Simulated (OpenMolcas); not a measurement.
# Mn3+: effect of the metal basis

Mn3+ with its 6 nearest chloride ions at 2.48 Å, on the Y site of Cs2NaYCl6 (a = 10.7396 Å, distance in the model lattice 2.619 Å). The rest of the host is ab initio model potentials to 7.6 Å and point charges beyond; the distance is set by hand and nothing relaxes.

```json
{
  "Program": "OpenMolcas 26.06",
  "Method": "CASSCF",
  "Spin-orbit coupling": "RASSI with atomic mean-field integrals over the reference wave functions"
}
```

Fixed: ligand basis ANO-RCC-VDZP, active space 4 electrons in 5 orbitals (3d), DKH2 Hamiltonian.

States (labels of O, the rotations of Oh). Energies in cm-1 above the lowest state or level, χT in cm3 K/mol.

```tsv
Run	Metal basis	Ground state	First state of that spin	First gap with spin-orbit (degeneracies)	χT at 300 K	First state of another spin	Cost
A	ANO-RCC-VDZP	5E	5T2 9623	9.2 (1, 3)	2.934	3T1 16344	roughly 60 core-seconds
B	ANO-RCC-VTZP	5E	5T2 9323	8.9 (1, 3)	2.933	3T1 16705	roughly 90 core-seconds
```

Against A, the first state of the same spin changes by -3.1 % in B.

Costs are those of the RASSCF and RASSI steps.

An orbital doublet at a regular site is open to a Jahn-Teller distortion, which this geometry leaves out. Without dynamic correlation the repulsion within the d shell is too large (B by tens of per cent), so at a given field states of lower spin stand too high. Ligand-to-metal charge-transfer states are missing. With no ligand orbital active B as a rule stays too high, so bands that hang on it stand too high and its fall with covalency is understated. With metal d orbitals alone and no dynamic correlation the field as a rule comes out too small, by tens of per cent, by up to half for chloride and softer ligands. No measured value stands beside these numbers; the geometry was set by hand and not optimised.
